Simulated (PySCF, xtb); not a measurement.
hexafluoropropylene oxide (C₃F₆O), SMILES FC(F)(F)C1(F)OC1(F)F.

Harmonic wavenumbers (cm⁻¹) from GFN2-xTB (xtb) at its own minimum, in rising order: 30, 107, 135, 215, 244, 298, 325, 395, 446, 481, 524, 532, 573, 647, 713, 792, 1007, 1095, 1102, 1122, 1142, 1190, 1231, 1493.

### Question
What does PBE0-D3(BJ)/def2-SVP (PySCF) give at its own minimum? (The exact figures need the calculation; the answer reports its results.)

### Answer
43, 134, 161, 248, 270, 316, 357, 440, 520, 552, 586, 599, 634, 748, 802, 860, 1079, 1202, 1231, 1277, 1296, 1350, 1428, 1631. Paired by order, the mean absolute difference is 80 cm⁻¹ and the zero-point energies are 22.6 and 25.4 kcal/mol.
